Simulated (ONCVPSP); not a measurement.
## Hardness and transferability of assorted potentials

Generated with ld1.x 7.5 (TM, RRKJ, ultrasoft, PAW), atompaw 4.2 or ONCVPSP 4.0.1. The cutoff is in Ry: for ld1.x and atompaw files where the sum of valence levels is converged to 10 mRy in a Bessel basis, for ONCV files where the hardest occupied wave has 1 mHa per electron of residual kinetic energy. The error is the largest all-electron minus pseudo excitation energy over each file’s own four to seven test configurations (ionisations up to +4, promotions, holes and added fractions of an electron), all of which were solved. The labels leave out finer settings (local radius, basis sizes, second energies), which also bear on the numbers. Spin-polarised tests are not counted. The rows are a selection from randomly drawn settings: files with unsolved tests, undetermined cutoffs or missed reference levels are left out.

A true bound ghost makes a file unfit for plane-wave use even where its test errors are small: the radial tests pick states by their node count and pass the ghost by.

```csv
element,potential,cutoff (Ry),largest error (meV),bound ghosts
B,"ONCV, LDA (Perdew-Zunger), scalar-relativistic, rc 1.70/3.85/3.75 (spd), local smoothed, core correction yes, reference 2s1 2p2, qcut 3/4.6/2.2, projectors 2/2/2",71,+865,none
S,"ONCV, PBE, scalar-relativistic, rc 1.45/1.10 (sp), local smoothed, core correction no, reference 3s1 3p5, qcut 3.8/8.8, projectors 2/2",121,+116,p
As,"ONCV, PBE, scalar-relativistic, rc 0.80/1.15/1.20 (spd), local smoothed, core correction yes, reference 3s2 3p6 3d10 4s2 4p3, qcut 12.8/10.3/14.4, projectors 2/2/2",160,-7.0,none
Ba,"ONCV, PBE, fully relativistic, rc 2.90/2.45/2.90 (spd), local smoothed, core correction yes, reference 5s2 5p6 6s2, qcut 3.2/5.3/3.6, projectors 2/2/2",18,-324,none
Os,"ONCV, PW91, scalar-relativistic, rc 1.65/1.95/1.75 (spd), local smoothed, core correction yes, reference 5s2 5p6 5d6 6s1, qcut 8/8.6/6.4, projectors 2/2/1",52,-30,none
```

**Question.** Fill in the row for Be: ONCV, PBE, fully relativistic, rc 1.50/4.00/3.95 (spd), local s, core correction yes, reference 2s1.75 2p0.25, qcut 3.5/3.1/2.1, projectors 0/1/1.

**Answer.** cutoff 12 Ry, largest error -145 meV, bound ghosts: none.

**Question.** Fill in the row for Ba: ONCV, PBE, scalar-relativistic, rc 1.95/2.20/1.70 (spd), local d, core correction yes, reference 5s2 5p6, qcut 3.6/3.5/4.8, projectors 2/2/0.

**Answer.** cutoff 54 Ry, largest error +31 meV, bound ghosts: none.

**Question.** Fill in the row for Ce: ONCV, PBEsol, scalar-relativistic, rc 2.20/2.00/3.50/1.75 (spdf), local smoothed, core correction no, reference 4f1 5s2 5p6 5d1 6s2, qcut 4.3/4.8/5.4/10.4, projectors 2/1/2/2.

**Answer.** cutoff 85 Ry, largest error +626 meV, bound ghosts: none.
